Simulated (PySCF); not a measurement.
C$_{2}$H$_{7}$BrO$_{2}$Si, singlet, geometry from GFN2-xTB; CASSCF(2,2)/STO-3G (PySCF).

The PySCF input:
```python
from pyscf import gto, scf, mcscf
import numpy

mol = gto.Mole()
mol.atom = '''
    Si    0.05711545   -0.75707196    0.27133415
    Br   -0.07415093    1.44681960    0.30293478
    O     1.28746466   -1.22297648   -0.63933442
    C     2.62810409   -0.87410608   -0.49672320
    O    -1.18134659   -1.37153007   -0.53414486
    C    -2.53715988   -1.18491092   -0.27664487
    H     0.14019722   -1.14822992    1.66886136
    H     3.16735569   -1.25640442   -1.36268850
    H     2.74798565    0.21147330   -0.44695138
    H     3.04403312   -1.31445975    0.41235473
    H    -2.81883581   -1.66724095    0.66215618
    H    -2.78146361   -0.12124534   -0.21135607
    H    -3.09821575   -1.63341708   -1.09572895
'''
mol.basis = 'sto-3g'
mol.verbose = 4
mol.build()

mf = scf.RHF(mol)
mf.kernel()
mc = mcscf.CASSCF(mf, 2, 2)
mc.fix_spin_(ss=0.0)
mc = mc.newton()
mc.kernel()
occ = numpy.linalg.eigvalsh(mc.fcisolver.make_rdm1(mc.ci, mc.ncas, mc.nelecas))[::-1]
ss = mc.fcisolver.spin_square(mc.ci, mc.ncas, mc.nelecas)[0]
print('natural occupations', occ.round(4), ' <S^2>', round(ss, 4))
```

### Question
What does PySCF print? Leave out banner, timings and long lists.

### Answer

```
PySCF version 2.14.0

[INPUT] verbose = 4
[INPUT] num. atoms = 13
[INPUT] num. electrons = 84
[INPUT] charge = 0
[INPUT] spin (= nelec alpha-beta = 2S) = 0
[INPUT] symmetry False subgroup None
[INPUT] Mole.unit = angstrom
[INPUT] Symbol           X                Y                Z      unit          X                Y                Z       unit  Magmom
[INPUT]  1 Si     0.057115450000  -0.757071960000   0.271334150000 AA    0.107932557981  -1.430658660988   0.512747231742 Bohr   0.0
[INPUT]  2 Br    -0.074150930000   1.446819600000   0.302934780000 AA   -0.140124949582   2.734092795653   0.572463767805 Bohr   0.0
[INPUT]  3 O      1.287464660000  -1.222976480000  -0.639334420000 AA    2.432955602456  -2.311090603985  -1.208166955808 Bohr   0.0
[INPUT]  4 C      2.628104090000  -0.874106080000  -0.496723200000 AA    4.966396956949  -1.651821095017  -0.938670807718 Bohr   0.0
[INPUT]  5 O     -1.181346590000  -1.371530070000  -0.534144860000 AA   -2.232421513289  -2.591816203906  -1.009387496244 Bohr   0.0
[INPUT]  6 C     -2.537159880000  -1.184910920000  -0.276644870000 AA   -4.794537307434  -2.239157120806  -0.522783038066 Bohr   0.0
[INPUT]  7 H      0.140197220000  -1.148229920000   1.668861360000 AA    0.264934349225  -2.169840076831   3.153690910269 Bohr   0.0
[INPUT]  8 H      3.167355690000  -1.256404420000  -1.362688500000 AA    5.985434793183  -2.374260255493  -2.575108058094 Bohr   0.0
[INPUT]  9 H      2.747985650000   0.211473300000  -0.446951380000 AA    5.192940272735   0.399626619658  -0.844615699196 Bohr   0.0
[INPUT] 10 H      3.044033120000  -1.314459750000   0.412354730000 AA    5.752388910905  -2.483968929264   0.779237505869 Bohr   0.0
[INPUT] 11 H     -2.818835810000  -1.667240950000   0.662156180000 AA   -5.326827671017  -3.150628779160   1.251293831888 Bohr   0.0
[INPUT] 12 H     -2.781463610000  -0.121245340000  -0.211356070000 AA   -5.256204448344  -0.229120486480  -0.399405087064 Bohr   0.0
[INPUT] 13 H     -3.098215750000  -1.633417080000  -1.095728950000 AA   -5.854779242314  -3.086710928387  -2.070627622257 Bohr   0.0

nuclear repulsion = 548.884108917324
number of shells = 32
number of NR pGTOs = 162
number of NR cGTOs = 54
basis = sto-3g
ecp = {}

******** <class 'pyscf.scf.hf.RHF'> ********
method = RHF
initial guess = minao
damping factor = 0
level_shift factor = 0
DIIS = <class 'pyscf.scf.diis.CDIIS'>
diis_start_cycle = 1
diis_space = 8
diis_damp = 0
SCF conv_tol = 1e-09
SCF conv_tol_grad = None
SCF max_cycles = 50
direct_scf = True
direct_scf_tol = 1e-13
Set gradient conv threshold to 3.16228e-05
Initial guess from minao.
init E= -3054.04064610486
  HOMO = -0.442285944919448  LUMO = 0.050089510301364  gap/eV = 13.39822
cycle= 1 E= -3056.77488839287  delta_E= -2.73  |g|= 0.615  |ddm|= 4.27
  HOMO = -0.251287521703069  LUMO = 0.356270538255652  gap/eV = 16.53250
cycle= 2 E= -3056.91620198977  delta_E= -0.141  |g|= 0.185  |ddm|= 1.15
  HOMO = -0.281320800471547  LUMO = 0.369900562910139  gap/eV = 17.72064
cycle= 3 E= -3056.92821284734  delta_E= -0.012  |g|= 0.0398  |ddm|= 0.312
  HOMO = -0.30588185561665  LUMO = 0.36867523713494  gap/eV = 18.35563
cycle= 4 E= -3056.92916503554  delta_E= -0.000952  |g|= 0.00633  |ddm|= 0.0964
  HOMO = -0.305982578362428  LUMO = 0.365337933015309  gap/eV = 18.26756
cycle= 5 E= -3056.92919433151  delta_E= -2.93e-05  |g|= 0.00133  |ddm|= 0.0188
  HOMO = -0.306158491455794  LUMO = 0.365391478576089  gap/eV = 18.27381
cycle= 6 E= -3056.92919552873  delta_E= -1.2e-06  |g|= 0.00022  |ddm|= 0.00381
  HOMO = -0.306209741871203  LUMO = 0.365380359120799  gap/eV = 18.27490
cycle= 7 E= -3056.92919556765  delta_E= -3.89e-08  |g|= 5.69e-05  |ddm|= 0.000702
  HOMO = -0.306217988737204  LUMO = 0.365366704115278  gap/eV = 18.27475
cycle= 8 E= -3056.92919557053  delta_E= -2.88e-09  |g|= 1.18e-05  |ddm|= 0.000208
  HOMO = -0.306216668788908  LUMO = 0.365368514348631  gap/eV = 18.27476
cycle= 9 E= -3056.92919557064  delta_E= -1.14e-10  |g|= 1.84e-06  |ddm|= 4.37e-05
  HOMO = -0.306216403039933  LUMO = 0.365368789456182  gap/eV = 18.27476
Extra cycle  E= -3056.92919557064  delta_E= 5.46e-12  |g|= 7.25e-07  |ddm|= 4.44e-06
converged SCF energy = -3056.92919557064

******** <class 'pyscf.mcscf.newton_casscf.CASSCF'> ********
CAS (1e+1e, 2o), ncore = 41, nvir = 11
max_cycle_macro = 50
max_cycle_micro = 10
conv_tol = 1e-07
conv_tol_grad = None
orbital rotation max_stepsize = 0.03
augmented hessian ah_max_cycle = 30
augmented hessian ah_conv_tol = 1e-12
augmented hessian ah_linear dependence = 1e-14
augmented hessian ah_level shift = 1e-08
augmented hessian ah_start_tol = 500
augmented hessian ah_start_cycle = 3
augmented hessian ah_grad_trust_region = 3
kf_trust_region = 3
kf_interval = 5
natorb = False
canonicalization = True
internal_rotation = False
******** <class 'pyscf.fci.addons.SpinPenaltyFCISolver'> ********
max. cycles = 50
conv_tol = 1e-08
davidson only = True
linear dependence = 1e-12
level shift = 0.001
max iter space = 12
nroots = 1
pspace_size = 400
spin = None

WARN: SO-CASSCF (Second order CASSCF) is an experimental feature. Its performance is bad for large systems.

CASCI E = -3056.92944390974  dE = -3056.9294  S^2 = 0.0000000
Set conv_tol_grad to 0.000316228
macro 1 (11 JK  7 micro), CASSCF E = -3056.9295609941  dE = -0.0001171  |grad|=0.00242  S^2 = 0.0000000
macro 2 (11 JK  7 micro), CASSCF E = -3056.93018073526  dE = -0.0006197  |grad|=0.00292  S^2 = 0.0000000
macro 3 (11 JK  7 micro), CASSCF E = -3056.93209605762  dE = -0.001915  |grad|=0.00881  S^2 = 0.0000000
macro 4 (23 JK  18 micro), CASSCF E = -3056.93429637342  dE = -0.0022  |grad|=0.0144  S^2 = 0.0000000
macro 5 (11 JK  7 micro), CASSCF E = -3056.94027675385  dE = -0.00598  |grad|=0.0233  S^2 = 0.0000000
macro 6 (11 JK  7 micro), CASSCF E = -3056.94406161948  dE = -0.003785  |grad|=0.0111  S^2 = 0.0000000
macro 7 (12 JK  6 micro), CASSCF E = -3056.94424258949  dE = -0.000181  |grad|=0.000201  S^2 = 0.0000000
macro 8 (9 JK  4 micro), CASSCF E = -3056.94425340555  dE = -1.082e-05  |grad|=6.79e-05  S^2 = 0.0000000
macro 9 (4 JK  1 micro), CASSCF E = -3056.94425351036  dE = -1.048e-07  |grad|=0.000122  S^2 = 0.0000000
macro 10 (1 JK  0 micro), CASSCF E = -3056.94425351036  dE = 0  |grad|=2.45e-05  S^2 = 0.0000000
newton CASSCF converged in 10 macro (22 KF 82 Hx) steps
CASSCF canonicalization
Density matrix diagonal elements [1.97693586 0.02306414]
CASSCF energy = -3056.94425351036
CASCI E = -3056.94425351036  E(CI) = -1.57808744167141  S^2 = 0.0000000
natural occupations [1.977 0.023]  <S^2> 0.0
```
